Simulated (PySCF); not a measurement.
# Molecular orbitals of NaGa⁺

UHF at R = 3.438 Å; Na aug-pcseg-1, Ga aug-pcseg-1; no relativity (PySCF 2.14). State: ²Σ⁺ (doublet), unpaired electrons σ ↑. Only the outer orbitals are listed, counted within each symmetry.

| spin | orbital | occ. | ε (eV) | on Na (%) | main shells (%) |
| --- | --- | --- | --- | --- | --- |
| α | 1δ | 1 | -37.92 | 0 | 100 Ga d |
| α | 1δ | 1 | -37.92 | 0 | 100 Ga d |
| α | 4π | 1 | -37.79 | 0 | 100 Ga d |
| α | 4π | 1 | -37.79 | 0 | 100 Ga d |
| α | 9σ | 1 | -37.76 | 0 | 100 Ga d |
| α | 10σ | 1 | -16.94 | 4 | 96 Ga s |
| α | 11σ | 1 | -10.66 | 7 | 87 Ga p |
| α | 12σ | 0 | -3.71 | 100 | 91 Na s, 9 Na p |
| α | 5π | 0 | -3.66 | 15 | 83 Ga p, 15 Na p |
| α | 5π | 0 | -3.66 | 15 | 83 Ga p, 15 Na p |
| β | 1δ | 1 | -37.92 | 0 | 100 Ga d |
| β | 1δ | 1 | -37.92 | 0 | 100 Ga d |
| β | 4π | 1 | -37.72 | 0 | 100 Ga d |
| β | 4π | 1 | -37.72 | 0 | 100 Ga d |
| β | 9σ | 1 | -37.66 | 0 | 100 Ga d |
| β | 10σ | 1 | -15.49 | 1 | 98 Ga s |
| β | 11σ | 0 | -3.98 | 86 | 86 Na s, 14 Ga p |
| β | 5π | 0 | -3.37 | 13 | 85 Ga p, 13 Na p |
| β | 5π | 0 | -3.37 | 13 | 85 Ga p, 13 Na p |

**Question.** Which are the highest filled and the lowest empty level, where do they sit, and how wide is the gap?

**Answer.** Highest filled α 11σ at -10.66 eV (in %: 87 Ga p); lowest empty β 11σ at -3.98 eV (in %: 86 Na s, 14 Ga p); the gap at UHF is 6.68 eV.

```
bond order (Mayer)                                                                                                 : 0.22
⟨S²⟩                                                                                                               : 0.766
charge on Na (Mulliken, basis-dependent)                                                                           : 0.89
charge on Na (Löwdin, basis-dependent)                                                                             : 0.67
dipole moment (positive dipole points towards Ga; it is taken about the centre of mass and depends on that origin) : -8.11 D
polarisability along the bond                                                                                      : 108.5 bohr³
polarisability across the bond                                                                                     : 47.8 bohr³
```

Spin–orbit coupling is left out. The state was picked by a PBE0 search and need not be the measured ground state.
